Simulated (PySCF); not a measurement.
**Magnetic susceptibility: `CO[SiH2][SiH](P)P`, CH$_{10}$OP$_{2}$Si$_{2}$**

Geometry:
| atom | x (Å) | y (Å) | z (Å) |
| --- | --- | --- | --- |
| C1 | -2.952 | -0.225 | 0.151 |
| O2 | -1.650 | 0.043 | -0.291 |
| Si3 | -0.302 | -0.803 | 0.221 |
| Si4 | 1.508 | 0.196 | -0.860 |
| P5 | 3.512 | -0.466 | -0.015 |
| P6 | 1.389 | 2.452 | -0.643 |
| H7 | -3.276 | -1.249 | -0.112 |
| H8 | -3.643 | 0.483 | -0.332 |
| H9 | -3.051 | -0.106 | 1.246 |
| H10 | -0.448 | -2.267 | -0.079 |
| H11 | -0.129 | -0.668 | 1.707 |
| H12 | 1.521 | -0.125 | -2.321 |
| H13 | 3.110 | -0.237 | 1.339 |
| H14 | 3.151 | -1.850 | 0.025 |
| H15 | 1.281 | 2.377 | 0.782 |
| H16 | -0.029 | 2.454 | -0.829 |

Computed with PySCF 2.14.0, GIAO HF/pcSseg-1 magnetisability, rotational g tensor and spin-rotation constants, non-relativistic, gas phase. Geometry: PBE0-D3(BJ)/def2-SVP.

Problem. What are the magnetisability and the molar susceptibility?

Solution. Isotropic -1735 × 10⁻³⁰ J/T², or -104.5 × 10⁻⁶ cm³/mol; principal values -1819, -1720, -1667 × 10⁻³⁰ J/T², anisotropy 134 × 10⁻³⁰ J/T² (root of half the summed squared differences of the principal values). The susceptibility is in cgs units.

Problem. Split it along the inertial axes a, b, c into diamagnetic and paramagnetic parts about the centre of mass, with the quadrupole moment.

Solution. 
```csv
axis,χ (10⁻⁶ cm³/mol),diamagnetic (10⁻⁶ cm³/mol),paramagnetic (10⁻⁶ cm³/mol),summed x² of all electrons (Å²),quadrupole Θ (D Å)
a,-107.0,-740.5,633.5,357.0,+0.86
b,-102.9,-1661.5,1558.6,139.9,-2.89
c,-103.6,-2108.1,2004.4,34.6,+2.03
```
Anisotropies 2χaa − χbb − χcc = -7.5 and 2χbb − χaa − χcc = +4.9 × 10⁻⁶ cm³/mol. Θ is traceless in Buckingham's convention.

Problem. And the rotational g tensor?

Solution. 
```tsv
axis	rotational constant (GHz)	g	nuclear part	electronic part
a	1.9710	-0.0204	0.5662	-0.5866
b	0.7755	-0.0087	0.5591	-0.5678
c	0.5905	-0.0073	0.5489	-0.5561
```
Asymmetric top; isotopes 12C, 1H, 16O, 31P, 28Si; no vibrational averaging.
